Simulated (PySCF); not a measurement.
Job for PySCF: R-B3LYP/6-311+G** on C2H4O3 (a complex), monomers drawn apart or pushed together.

```python
from pyscf import gto, scf, dft, mp
from pyscf.data.elements import chemcore

mol = gto.M(
    atom='''
    O     0.09206067   -1.04048031   -0.02434827
    C    -0.03155531    0.03655820    0.38639047
    O    -0.15904639    1.13147955    0.74846678
    C    -0.05427489   -0.12057943    6.20604476
    O     0.16637635   -1.03845803    5.14142994
    H    -0.99740339   -0.31683449    6.72621727
    H    -0.10526978    0.86899670    5.75594492
    H     0.76475197   -0.13372024    6.93237366
    H     0.20570528   -1.93300756    5.49278251
    ''',
    basis='6-311+g**',
    charge=0, spin=0, verbose=3, max_memory=1800)
mf = dft.RKS(mol, xc='b3lyp')
mf.conv_tol = 1e-8
mf.max_cycle = 100
mf.kernel()
if not mf.converged:
    mf = mf.newton().run(mf.mo_coeff, mf.mo_occ)
```

Output:

```
converged SCF energy = -304.412343048615
```

Self-consistency was reached.

Cost: around 12 core-seconds (rough).
